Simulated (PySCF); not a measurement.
A GIAO shielding run with PySCF 2.14.0 with density-fitted response routines (density fitting, non-relativistic, gas phase) on `CCCCC([SiH3])[SiH3]`, C5H16Si2:

```
$ OMP_NUM_THREADS=1 python probes_run.py task.json out

{"job": {"kind": "nmr", "xc": "PBE0", "basis": "pcSseg-1"}, "charge": 0, "multiplicity": 1}
C      3.446461    -0.432936    -0.580794
C      2.291014     0.457870    -0.139770
C      0.972899    -0.310837    -0.065846
C     -0.174883     0.562973     0.434022
C     -1.491501    -0.202566     0.601316
Si    -2.761591     0.859247     1.547378
Si    -2.178367    -0.858403    -1.051772
H      3.247659    -0.858941    -1.561967
H      3.588596    -1.249901     0.123970
H      4.371117     0.137662    -0.635364
H      2.184612     1.289142    -0.841033
H      2.517617     0.882658     0.841441
H      0.729614    -0.701729    -1.056289
H      1.091611    -1.165202     0.606567
H      0.120639     0.998336     1.394601
H     -0.322794     1.393572    -0.261578
H     -1.287187    -1.075362     1.232961
H     -3.991972     0.093209     1.749690
H     -3.053066     2.085711     0.802779
H     -2.207328     1.221604     2.856522
H     -2.173731     0.221727    -2.040958
H     -1.378289    -1.976603    -1.562457
H     -3.545882    -1.344247    -0.858957
```

Hardware: 1 thread of an Intel Xeon, shared host. The job also computes population analyses, field gradients.

(1) How large is the calculation?

(2) How long does it take, and how much memory does it need?

## Answers

(1) 74 electrons, 213 basis functions and 1149 auxiliary functions.

(2) 2.2 min of wall time, with 12 SCF cycles and 4 response iterations; peak memory 0.97 GiB. Times on a shared host scatter by some tens of per cent.
